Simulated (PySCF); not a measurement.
State search for PbO

Unrestricted PBE0; basis Pb def2-SVPD with ECP60, O def2-SVPD; scalar-relativistic core potentials; PySCF 2.14. Outer shells of the fragments: Pb 5d10 6s2 6p2; O 2s2 2p4.

Followed along the bond (rough minima from three points):

| 2Ms+1 | unpaired | ⟨S²⟩ at the start | R at minimum (Å) | Te (eV) |
| --- | --- | --- | --- | --- |
| 1 | none | 0.00 | 1.94 | 0.00 |
| 3 | π ↑↑ | 2.01 | none in the scan | ≤ 1.74 |
| 5 | σ ↑, π ↑↑↑ | 6.01 | none in the scan | ≤ 5.15 |

Solutions found at the starting distance of 1.995 Å, counted from the lowest of them; the search is not exhaustive and high or unbound solutions are not listed, so other states can lie among these:

```json
{"2Ms+1": "1", "unpaired": "none", "term": "¹Σ⁺", "E (eV)": "0.00", "⟨S²⟩": "0.00", "⟨Lz²⟩": "0.00", "μ (D)": "-5.44"}
{"2Ms+1": "3", "unpaired": "π ↑↑", "term": "mixed", "E (eV)": "2.02", "⟨S²⟩": "2.01", "⟨Lz²⟩": "2.01", "μ (D)": "-2.29"}
{"2Ms+1": "3", "unpaired": "π ↑↑", "term": "mixed", "E (eV)": "2.26", "⟨S²⟩": "2.01", "⟨Lz²⟩": "2.01", "μ (D)": "-2.32"}
{"2Ms+1": "1", "unpaired": "π ↑↓", "term": "mixed", "E (eV)": "2.31", "⟨S²⟩": "1.01", "⟨Lz²⟩": "2.01", "μ (D)": "-2.34"}
{"2Ms+1": "3", "unpaired": "σ ↑, π ↑", "term": "³Π", "E (eV)": "2.49", "⟨S²⟩": "2.01", "⟨Lz²⟩": "1.01", "μ (D)": "-3.56"}
{"2Ms+1": "1", "unpaired": "σ ↓, π ↑", "term": "mixed", "E (eV)": "2.64", "⟨S²⟩": "1.01", "⟨Lz²⟩": "1.00", "μ (D)": "-3.54"}
{"2Ms+1": "3", "unpaired": "σ ↑, π ↑", "term": "³Π", "E (eV)": "4.77", "⟨S²⟩": "2.01", "⟨Lz²⟩": "1.02", "μ (D)": "-0.90"}
{"2Ms+1": "3", "unpaired": "σ ↑↑", "term": "³Σ⁺", "E (eV)": "4.85", "⟨S²⟩": "2.01", "⟨Lz²⟩": "0.00", "μ (D)": "-1.06"}
{"2Ms+1": "1", "unpaired": "σ ↓, π ↑", "term": "mixed", "E (eV)": "4.92", "⟨S²⟩": "1.01", "⟨Lz²⟩": "1.01", "μ (D)": "-0.79"}
{"2Ms+1": "5", "unpaired": "σ ↑, π ↑↑↑", "term": "⁵Π", "E (eV)": "5.71", "⟨S²⟩": "6.01", "⟨Lz²⟩": "1.00", "μ (D)": "0.04"}
{"2Ms+1": "5", "unpaired": "π ↑↑↑↑", "term": "⁵Σ⁺", "E (eV)": "6.59", "⟨S²⟩": "6.01", "⟨Lz²⟩": "0.00", "μ (D)": "2.40"}
{"2Ms+1": "1", "unpaired": "σ ↓, π ↑↑↓", "term": "mixed", "E (eV)": "6.79", "⟨S²⟩": "2.01", "⟨Lz²⟩": "3.01", "μ (D)": "0.10"}
{"2Ms+1": "5", "unpaired": "σ ↑↑, π ↑↑", "term": "mixed", "E (eV)": "7.77", "⟨S²⟩": "6.01", "⟨Lz²⟩": "2.01", "μ (D)": "1.12"}
{"2Ms+1": "5", "unpaired": "σ ↑↑, π ↑↑", "term": "mixed", "E (eV)": "7.95", "⟨S²⟩": "6.01", "⟨Lz²⟩": "2.01", "μ (D)": "1.17"}
```

A term symbol is given only where ⟨S²⟩ and ⟨Lz²⟩ are close to those of a pure state; real π, δ and φ orbitals otherwise mix terms. A positive dipole means Pb(−)O(+).

The measured ground state is X ¹Σ+ (Huber and Herzberg, Constants of Diatomic Molecules (1979)).

These are scalar-relativistic numbers at best; spin–orbit coupling would shift them, the dissociation energy most. Counting both spins, an empty level lies below a filled one in some of these solutions, because spin and occupation are held.
